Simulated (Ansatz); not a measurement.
Two members of one family (Oligo(vinyl acetate)), computed with Ansatz in the gas phase. Binding counts from free atoms in the multiplicity of their measured ground term, without zero-point energy. The structures are stationary points that may keep the symmetry of their start.

First: CCC(CC(C)OC(C)=O)OC(C)=O (singlet, charge 0, PBE-D4/def2-SVP geometry).

Cartesian coordinates in Å:
```
C 1.149 -0.212 3.313
C 0.140 -0.140 2.167
C 0.760 0.269 0.833
C -0.229 0.358 -0.333
C -0.897 -0.963 -0.712
C 0.069 -2.057 -1.157
O -1.792 -0.635 -1.809
C -2.897 -1.415 -1.955
C -3.713 -0.956 -3.141
O -3.170 -2.348 -1.223
O 1.348 1.583 1.033
C 2.437 1.892 0.277
C 2.932 3.281 0.609
O 2.927 1.141 -0.544
H 0.662 -0.511 4.263
H 1.952 -0.948 3.099
H 1.632 0.773 3.474
H -0.349 -1.128 2.030
H -0.674 0.578 2.412
H 1.589 -0.420 0.561
H -1.018 1.097 -0.080
H 0.313 0.741 -1.221
H -1.526 -1.350 0.117
H -0.495 -2.956 -1.471
H 0.702 -1.707 -1.997
H 0.737 -2.356 -0.325
H -3.106 -1.020 -4.066
H -4.001 0.107 -3.017
H -4.616 -1.585 -3.236
H 3.191 3.346 1.684
H 2.129 4.023 0.426
H 3.815 3.517 -0.009
```

| level | HOMO (eV) | LUMO (eV) | gap (eV) | binding per atom (eV) |
| --- | --- | --- | --- | --- |
| PBE-D4/def2-SVP | -6.07 | -0.81 | 5.26 | 4.57 |
| PBE-D4/def2-TZVP | -6.26 | -1.00 | 5.26 | 4.51 |
| r2SCAN-D4/def2-TZVP | -6.59 | -0.74 | 5.85 | 4.40 |
| PBE0-D4/def2-SVP | -7.81 | 0.28 | 8.09 | 4.48 |
| PBE0-D4/def2-TZVP | -7.92 | 0.14 | 8.06 | 4.42 |

Second: CCC(CC(CC(C)OC(C)=O)OC(C)=O)OC(C)=O (singlet, charge 0, PBE-D4/def2-SVP geometry).

Cartesian coordinates in Å:
```
C 0.322 -4.194 0.100
C 0.323 -3.090 1.157
C -0.089 -1.728 0.605
C -0.108 -0.618 1.660
C -0.303 0.772 1.050
C 0.978 1.380 0.448
C 0.964 1.382 -1.087
C 0.116 2.496 -1.681
O 2.319 1.567 -1.592
C 3.116 0.472 -1.585
C 4.454 0.780 -2.215
O 2.784 -0.614 -1.140
O -0.816 1.655 2.087
C -2.010 2.257 1.843
C -2.443 3.082 3.031
O -2.652 2.126 0.815
O -1.458 -1.842 0.110
C -1.743 -1.444 -1.155
C -3.234 -1.453 -1.388
O -0.914 -1.079 -1.970
H 1.013 -3.949 -0.732
H -0.692 -4.327 -0.330
H 0.635 -5.166 0.531
H 1.340 -2.977 1.589
H -0.353 -3.356 1.999
H 0.574 -1.458 -0.245
H 0.830 -0.648 2.251
H -0.945 -0.826 2.360
H -1.096 0.720 0.279
H 1.094 2.419 0.822
H 1.859 0.808 0.800
H 0.607 0.399 -1.455
H -0.923 2.425 -1.301
H 0.087 2.422 -2.785
H 0.522 3.490 -1.402
H 4.853 1.742 -1.841
H 5.160 -0.043 -2.010
H 4.327 0.884 -3.312
H -3.157 3.856 2.703
H -1.574 3.536 3.542
H -2.953 2.420 3.761
H -3.735 -2.246 -0.801
H -3.634 -0.474 -1.049
H -3.443 -1.561 -2.467
```

**Question.** Estimate the same table for the second.

**Answer.** 
| level | HOMO (eV) | LUMO (eV) | gap (eV) | binding per atom (eV) |
| --- | --- | --- | --- | --- |
| PBE-D4/def2-SVP | -5.99 | -0.89 | 5.09 | 4.64 |
| PBE-D4/def2-TZVP | -6.17 | -1.06 | 5.11 | 4.57 |
| r2SCAN-D4/def2-TZVP | -6.50 | -0.79 | 5.71 | 4.45 |
| PBE0-D4/def2-SVP | -7.73 | 0.18 | 7.92 | 4.53 |
| PBE0-D4/def2-TZVP | -7.83 | 0.07 | 7.90 | 4.47 |
